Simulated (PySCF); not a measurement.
Polarisability and C₆ of Au (gold, neutral)

[Xe] 4f14 5d10 6s1, 2S determinant. All numbers are calculated (PySCF 2.14, scalar relativity by spin-free X2C-1e, in x2c-TZVPPall with one added diffuse shell each of s, p, d, f type (12s8p8d4f1g, 113 functions)). Coupled (time-dependent) response in atomic units; α is the mean over directions.

| method | mean α (bohr³) | C₆ (like pair) | S(−4) |
| --- | --- | --- | --- |
| PBE0 | 36.91 | 336.7 | 646.6 |

S(−4) is the Cauchy moment in α(ω) = α(0) + S(−4) ω² + …

Reference α: 36 ± 3 bohr³ (recommended; Schwerdtfeger and Nagle, table of static dipole polarizabilities (2023 update)). Published C₆: 427.0 (Gould and Bucko (2016)).

α(iu) at PBE0:

```tsv
u (hartree)	α(iu) (bohr³)
0	36.91
0.0500	35.40
0.100	31.77
0.200	23.90
0.300	18.31
0.500	12.15
0.750	8.357
1.00	6.212
1.50	3.900
2.00	2.705
3.00	1.528
5.00	0.6834
```

Spin-orbit coupling, which splits the p, d and f shells strongly at this Z, is absent.
